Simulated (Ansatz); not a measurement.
Wavefunction ladder for `[SeH][In]([SeH])[SeH]`

```xyz
7

Se   -0.5788    2.0241    1.3479
In   -0.0010   -0.0029    0.0039
Se    2.3535   -0.8410   -0.0442
Se   -1.7779   -1.1926   -1.2905
H     0.8155    2.1842    1.7836
H     1.9889   -1.9385   -0.9508
H    -2.8002   -0.2333   -0.8499
```

Total charge 0; spin multiplicity 1. Correlated methods include outer-core shells of In, Se, which these sets cover unevenly. Scalar relativity is left out up to krypton. In takes the def2 core potential. The structure was optimised at the PBE0-D4/def2-TZVP level. It is one conformer, not always the lowest. Frozen core, restricted reference, Ansatz 0.2.0.

| basis | HF (Eh) | MP2 corr. | CCSD corr. | (T) | CCSD(T) total |
| --- | --- | --- | --- | --- | --- |
| def2-SVP | ? | -0.79176 | ? | ? | ? |
| def2-TZVPP | -7390.62119 | -1.09878 | -1.11065 | -0.04153 | -7391.77337 |
| def2-QZVPP | -7390.76423 | ? | – | – | – |

(1) Fill in the withheld values. (An estimate is asked.)

Results:

(1) Computed: def2-SVP HF (Eh): -7389.71867; def2-SVP CCSD corr.: -0.81201; def2-SVP (T): -0.02311; def2-SVP CCSD(T) total: -7390.55379; def2-QZVPP MP2 corr.: -2.19950.
